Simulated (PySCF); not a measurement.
Telling isomers of C$_{5}$H$_{11}$NOSi apart by NMR

Computational details: coordinates at the GFN2-xTB level, NMR shieldings at PBE0/pcSseg-1/GIAO, in PySCF 2.14 (averaged over atoms made equivalent by symmetry, fast rotation or ring inversion, one computed conformer, gas phase, no relativistic terms).

Shifts are taken against calculated references (same method and geometry level): TMS for 1H (31.72 ppm), 13C (186.93 ppm). Where no couplings were computed, multiplicities follow the n + 1 count of equivalent neighbours, and m marks all less simple cases (inequivalent or close neighbours, rings, F or P nearby). Acid and N–H amide carbonyl carbons lie up to 10 ppm further downfield in solution (hydrogen bonding). Shifts are as computed. Against solution values, carbons near 30 ppm lie about +3 ppm off and those near 130 ppm about +5 ppm. Of 1211 compounds with measured shifts, 218 miss one by over three times the rms of a fit or turn the order of signals round; such compounds aren't used in these exercises. OH and NH positions are gas-phase values without hydrogen bonding to other molecules.

(1) Tabulate the signals of `CC(C)(CC#N)O[SiH3]`, `CNC(=O)[C@H]1CC[SiH2]1`, `CC(C)(C)O[SiH2]C#N` and their relative energies.

(2) What is the quickest way to tell CNC(=O)[C@H]1CC[SiH2]1 from CC(C)(C)O[SiH2]C#N?

(3) What is the quickest way to tell CC(C)(CC#N)O[SiH3] from CNC(=O)[C@H]1CC[SiH2]1?

(4) What is the quickest way to tell CC(C)(CC#N)O[SiH3] from CC(C)(C)O[SiH2]C#N?

Results:

(1) 
| SMILES | carbon types | δC | δH | E rel. (kcal/mol) |
| --- | --- | --- | --- | --- |
| CC(C)(CC#N)O[SiH3] | 2×C 1×CH2 2×CH3 | 123.3, 74.7, 31.2, 30.4 | 4.90 (s, 3H), 2.47 (s, 2H), 1.55 (s, 6H) | 12.7 |
| CNC(=O)[C@H]1CC[SiH2]1 | 1×C 1×CH 2×CH2 1×CH3 | 174.9, 34.4, 26.5, 23.1, 7.0 | 4.91 (m, 1H), 4.71 (m, 1H), 4.02 (br, 1H), 3.47 (m, 1H), 3.12 (d, 3H), 2.33 (m, 1H), 2.21 (m, 1H), 1.50 (m, 1H), 1.38 (m, 1H) | 14.7 |
| CC(C)(C)O[SiH2]C#N | 2×C 3×CH3 | 127.6, 75.0, 32.3 | 4.94 (s, 2H), 1.48 (s, 9H) | 0.0 |

Energies are electronic energies at PBE0/pcSseg-1 on these geometries, without zero-point or thermal terms, each for the one conformer computed, which needn't be the lowest.

(2) Count the carbon signals: 5 against 3. The first has an sp3 CH bonded to Si, α to a carbonyl at 34.4 ppm, the second a fully substituted sp3 carbon bonded to O (C) at 75.0 ppm. Their most deshielded carbons lie at 174.9 and 127.6 ppm.

(3) Count the carbon signals: 4 against 5. The first has a fully substituted sp3 carbon bonded to O (C) at 74.7 ppm, the second an sp3 CH bonded to Si, α to a carbonyl at 34.4 ppm. Their most deshielded carbons lie at 123.3 and 174.9 ppm.

(4) Count the carbon signals: 4 against 3. The first has an sp3 CH2 α to a nitrile at 31.2 ppm, the second a nitrile carbon (C) at 127.6 ppm. Their most deshielded carbons lie at 123.3 and 127.6 ppm.
